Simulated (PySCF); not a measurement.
# Adding and removing an electron: SnH

r²SCAN; Sn def2-SVPD with ECP28, H def2-SVPD; scalar-relativistic core potentials (PySCF 2.14). Neutral (UKS): doublet (π ↑), Re = 1.786 Å, ωe = 1697 cm⁻¹, De = 2.63 eV, HOMO -4.34 eV, LUMO -3.76 eV.

SnH⁺ (UKS): singlet (closed shell), Re = 1.770 Å, ωe = 1806 cm⁻¹, De = 2.72 eV to Sn⁺ + H. The energies at the minima are -214.92194 hartree for SnH and -214.65278 for SnH⁺.

Task: Work out the adiabatic ionisation energy, without and with harmonic zero-point energies (1 hartree = 27.2114 eV, 1 eV = 8065.5 cm⁻¹), and the change of the bond length.

Result: At r²SCAN: 0.26916 hartree = 7.324 eV between the minima; the zero-point term (1806.0 − 1697.0)/2 cm⁻¹ = +0.007 eV makes it 7.331 eV. Re changes by -1.6 pm against the neutral. The electron leaves a π orbital, which is non-bonding in a hydride.

SnH⁻ (UKS): triplet (π ↑↑), Re = 1.819 Å, ωe = 1518 cm⁻¹, De = 2.61 eV to Sn⁻ + H. The energies at the minima are -214.92194 hartree for SnH and -214.96733 for SnH⁻.

Task: Work out the adiabatic electron affinity, without and with harmonic zero-point energies (1 hartree = 27.2114 eV, 1 eV = 8065.5 cm⁻¹), and the change of the bond length.

Result: At r²SCAN: 0.04539 hartree = 1.235 eV between the minima; the zero-point term (1697.0 − 1518.0)/2 cm⁻¹ = +0.011 eV makes it 1.246 eV. Re changes by +3.3 pm against the neutral. The electron enters a π orbital, which is non-bonding in a hydride.

Spin–orbit coupling is left out, which matters for elements this heavy, above all for dissociation energies. For an ion De counts to the pair picked by the measured ionisation energies or electron affinities, which need not be the lowest pair at this level. The highest Kohn–Sham level is positive in this anion. Much of that is self-interaction error, but it also means that the finite basis helps to hold the extra electron. States were picked by a PBE0 search and need not be the measured ground states.
